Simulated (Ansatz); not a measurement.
System: C2H6ClIn, net charge 0, singlet state. 
Coordinates optimised at B3LYP-D3(BJ)/def2-TZVP (Ansatz, a program for electronic structure):
```
In
C 1 2.1556
H 2 1.0880 1 111.82
H 2 1.0892 3 109.94 1 120.31
H 2 1.0894 3 109.85 4 119.44
C 1 2.1556 2 140.94 3 -1.51
H 6 1.0880 1 111.83 2 -0.39
H 6 1.0893 7 109.89 1 120.28
H 6 1.0893 7 109.88 8 119.43
Cl 1 2.3959 2 109.53 3 178.54
```
Charge 0, spin multiplicity 1.

Quantity: vertical triplet-singlet gap (E(triplet) - E(singlet); each state is the SCF solution reached for its spin; the UHF <S^2> is 2.15 for the triplet (pure: 2.00)), in eV. Valence correlation only, unless marked. Open shells are spin-unrestricted. Spin-orbit coupling is left out. The frozen core is the preceding noble-gas configuration, with the filled d and f shells of earlier blocks. Past Kr the def2 sets carry scalar-relativistic core potentials. CBS marks a two-point X^-3 extrapolation of the correlation energy; Hartree-Fock from the larger set. [CCSD(T)-MP2]/basis is that difference in the basis named.

| level | program | vertical triplet-singlet gap (eV) |
|---|---|---|
| SVWN5/def2-TZVPD | Ansatz | 4.48 |
| B3LYP/def2-TZVPD | Ansatz | ? |
| PBE0/def2-TZVPD | Ansatz | ? |
| BHLYP/def2-TZVPD | Ansatz | ? |
| B2PLYP/def2-TZVPD | Ansatz | 5.02 |
| RI-MP2/CBS(def2-TZVPPD,def2-QZVPPD)+[CCSD(T)-MP2]/def2-TZVPPD | Ansatz | 5.25 |

### Question
Fill in the missing entries.

### Answer

- B3LYP/def2-TZVPD, vertical triplet-singlet gap (eV): 4.68
- PBE0/def2-TZVPD, vertical triplet-singlet gap (eV): 4.75
- BHLYP/def2-TZVPD, vertical triplet-singlet gap (eV): 4.99
